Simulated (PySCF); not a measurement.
Working out the ionisation energy of Nb

Nb [Kr] 4d4 5s1 (6D) → Nb⁺ [Kr] 4d4 (5D). Calculation: PySCF 2.14, in def2-TZVPPD with the def2 core potential (28 electrons) (6s4p3d2f1g, 56 functions); a scalar-relativistic core potential. Frozen: nothing. Energies in hartree (1 hartree = 27.21139 eV):

```tsv
part	Nb (lower)	Nb⁺ (upper)
UHF	-56.329081	-56.108550
CCSD correlation	-0.311532	-0.285635
(T)	-0.009011	-0.006816
```

Question: What does Hartree-Fock give?

Answer: (-56.108550) − (-56.329081) = 0.220531 hartree = 6.001 eV.

Question: What do CCSD and CCSD(T) give?

Answer: The CCSD correlation energies differ by 0.025897 hartree = 0.705 eV and the triples by 0.002195 hartree = 0.060 eV, so CCSD gives 6.706 eV and CCSD(T) 6.766 eV.

Measured between the centres of the two terms (NIST): 6.776 eV, so CCSD(T) (valence and next inner shell) is off by -0.010 eV.

What remains against the reference includes basis incompleteness and higher excitations.
